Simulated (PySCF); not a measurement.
A structure optimised at PBE-D3(BJ)/def2-SVP, used in a PySCF frequency run:

```
O
C 1 1.4166
H 2 1.1129 1 107.39
H 2 1.1155 3 107.10 1 122.43
H 2 1.1155 3 107.10 4 115.14
In 1 2.0133 2 120.41 3 180.00
O 6 2.0183 1 122.66 2 0.00
H 7 0.9787 6 107.77 1 180.00
Cl 6 2.3583 1 117.38 2 180.00
```

Question: Write its SMILES, formula and point group.

Answer: C[O][In]([OH])[Cl], CH4ClInO2, Cs

Question: What are its rotational constants (standard atomic weights)?

Answer: 3.7802, 1.4808, 1.0714 GHz
